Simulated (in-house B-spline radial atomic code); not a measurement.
Configurations of Ca IX (Ca8+), with energies counted from [Ne] 3s2. Level of theory: Dirac-Hartree-Fock, average of configuration, Fermi nucleus of rms radius 3.4776 fm; calculated with a radial B-spline atomic code at the basis-set limit. Energies include first-order Breit, QED and recoil terms.

Occupations are held fixed; configurations that lie above the ionisation limit could autoionise.

```csv
configuration,E - E(ref) (eV),highest orbital,its <r> (bohr)
[Ne] 3s1 (4f7/2)1,116.6,4f7/2,1.96
[Ne] 3s1 (5p3/2)1,134.53,5p3/2,3.459
[Ne] 3s1 (6g9/2)1,155.57,6g9/2,4.879
[He] 2s2 (2p1/2)2 (2p3/2)3 3s2 (5f7/2)1,482.08,5f7/2,3.413
[He] 2s2 (2p1/2)1 (2p3/2)4 3s2 (6g9/2)1,499.96,6g9/2,4.871
[He] 2s2 (2p1/2)2 (2p3/2)3 3s2 (7g9/2)1,504.43,7g9/2,7.033
```

Problem. Order these further configurations by energy, lowest first.
A. [He] 2s2 (2p1/2)2 (2p3/2)3 3s2 6s1
B. [Ne] 3s1 (5g9/2)1
C. [Ne] 3s1 (5d3/2)1
D. [He] 2s1 2p6 3s2 (5d5/2)1
E. [He] 2s2 (2p1/2)1 (2p3/2)4 3s2 (6f5/2)1

Solution. C (139.58 eV), B (142.1 eV), A (489.41 eV), E (499.53 eV), D (571.89 eV).

Problem. How far above the reference does [He] 2s2 (2p1/2)1 (2p3/2)4 3s2 (7d3/2)1 lie?

Solution. 506.93 eV; its least bound orbital is 7d3/2 with <r> = 7.418 bohr.
